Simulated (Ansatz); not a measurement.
The same path of CH₄OSi₂ (8 atoms, charge 0, multiplicity 1) was run 3 times with different band settings. Lost on the way: Si4–H7. Made: O3–H7.

Method: Ansatz, UKS B3LYP-D4/6-31G*.

Relaxed end points:

```xyz
8
Properties=species:S:1:pos:R:3
Si -0.102 1.847 -0.009
C -0.211 0.115 -0.016
O -1.182 -0.822 0.381
Si 0.336 -1.590 0.118
H 1.081 2.389 -0.710
H -1.332 2.671 -0.034
H 0.996 -2.126 1.325
H 0.414 -2.485 -1.055
```

```xyz
8
Properties=species:S:1:pos:R:3
Si -0.089 1.551 -0.204
C 0.211 -0.137 -0.062
O -0.650 -1.068 0.693
Si 1.083 -1.791 -0.257
H 0.871 2.377 -0.958
H -1.138 2.251 0.572
H -0.513 -0.929 1.647
H 0.225 -2.254 -1.432
```

Common settings: spring 5.0 eV/Å²; optimiser quadratic models (default); force threshold 0.03 eV/Å; iteration limit 60; end points relaxed.

| run | movable images | climbing image | start path |
| --- | --- | --- | --- |
| 1 | 5 | yes | through a guess of the saddle point |
| 2 | 6 | no | through a guess of the saddle point |
| 3 | 5 | yes | straight line |

Q: What does each run give, and how far can it be trusted?

A: Run 1: converged after 14 iterations, highest image 2.280 eV above the first end. A vibrational analysis at the climbing image gives one clearly imaginary mode, 1471i cm⁻¹: a first-order saddle point.
Run 2: not converged after 60 iterations, highest image 3.194 eV above the first end. The band didn't meet its force threshold, so its energies are provisional: the largest band force was still 2.13 eV/Å, and over the last iterations the top moved between 3.19 and 3.35 eV. Neighbouring images lie up to 2.7 Å apart, so the band is torn or far too coarse. Inner images lie below an end point, which means an intermediate or an end that isn't the lowest structure nearby.
Run 3: converged after 15 iterations, highest image 2.280 eV above the first end. Another band between the same ends (5 images) ends at a top of the same energy, where a vibrational analysis finds 1 clearly imaginary mode.
The orbitals stay closed-shell, which can raise the energy where a bond breaks towards radicals; this wasn't checked here.
